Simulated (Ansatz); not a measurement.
Consider the cleavage of the Si–B bond: `[SiH3]B(Cl)Cl` + `[OH][Al]([Cl])[Br]` → `[SiH3][O][Al]([Cl])[Br]` + `ClBCl`.

Program: Ansatz. Geometries: PBE0-D4/def2-TZVP. ΔE: electronic, gas phase. CCSD(T)/CBS adds triple-zeta CCSD(T) − MP2 to the extrapolated MP2 energy (def2 sets, frozen cores). This one scheme is used for every species. DFT in def2-TZVPP. For Br outer-core shells are correlated without core-valence functions, which leaves a few kJ/mol of doubt a bond. Scalar relativity is left out up to krypton. Each species was taken in one conformer, which may not be the lowest.

CCSD(T)/CBS gives -123.6 kJ/mol.

(1) Another level gave -124.7 kJ/mol. Which?
A. B2PLYP/def2-TZVPP
B. PBE0-D4/def2-TZVPP
C. ωB97M-V/def2-TZVPP
D. LC-ωPBE/def2-TZVPP

Largest T1 diagnostic among the species: 0.013.

Answers

(1) C. ωB97M-V -124.7, B2PLYP -129.8, PBE0-D4 -109.5, LC-ωPBE -118.2 kJ/mol.

From BLYP to BHLYP (50 % exact exchange), in def2-TZVPP and without D4, ΔE moves by −20.8 kJ/mol. Leaving LDA and LC-ωPBE aside and taking each functional with its dispersion term where it has one, the values, not all of them listed here, spread over 40.4 kJ/mol, from BHLYP-D4 to revPBE-D4. In def2-TZVPP, CCSD(T) changes the Hartree–Fock value by +31.5 kJ/mol (the triples alone add +4.9 kJ/mol) and MP2 by +26.2 kJ/mol.
